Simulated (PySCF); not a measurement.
Working with the constants of InN

UHF-CCSD(T) constants of InN, ³Σ⁻ (triplet), unpaired electrons π ↑↑ (basis In def2-TZVPPD with ECP28, N def2-TZVPPD; scalar-relativistic core potentials; PySCF 2.14; masses 114.9039 and 14.0031 u):

```
ωe              : 448.0 cm⁻¹
ωexe            : 2.49 cm⁻¹
Be              : 0.2763 cm⁻¹
αe              : 0.00230 cm⁻¹
D (centrifugal) : 4.2e-07 cm⁻¹
De to In + N    : 1.64 eV
```

Q: Give the vibrational terms G(v) and spacings up to v = 6.

A: G(v) = ωe(v+½) − ωexe(v+½)².

```json
{"v": "0", "G(v) (cm⁻¹)": "223", "G(v) − G(v−1)": "", "Bv (cm⁻¹)": "0.2752"}
{"v": "1", "G(v) (cm⁻¹)": "666", "G(v) − G(v−1)": "443", "Bv (cm⁻¹)": "0.2728"}
{"v": "2", "G(v) (cm⁻¹)": "1104", "G(v) − G(v−1)": "438", "Bv (cm⁻¹)": "0.2706"}
{"v": "3", "G(v) (cm⁻¹)": "1537", "G(v) − G(v−1)": "433", "Bv (cm⁻¹)": "0.2682"}
{"v": "4", "G(v) (cm⁻¹)": "1966", "G(v) − G(v−1)": "428", "Bv (cm⁻¹)": "0.2659"}
{"v": "5", "G(v) (cm⁻¹)": "2389", "G(v) − G(v−1)": "423", "Bv (cm⁻¹)": "0.2636"}
{"v": "6", "G(v) (cm⁻¹)": "2807", "G(v) − G(v−1)": "418", "Bv (cm⁻¹)": "0.2613"}
```

Q: How well does the Morse estimate ωe²/(4ωexe) reproduce De, and what is D0?

A: It gives 2.50 eV, 152 % of the computed De. D0 = De − G(0) = 1.64 − 0.03 = 1.61 eV.

Correlated steps freeze 5 core orbitals. These are scalar-relativistic numbers at best; spin–orbit coupling would shift them, the dissociation energy most. The state was picked by a PBE0 search and need not be the measured ground state.
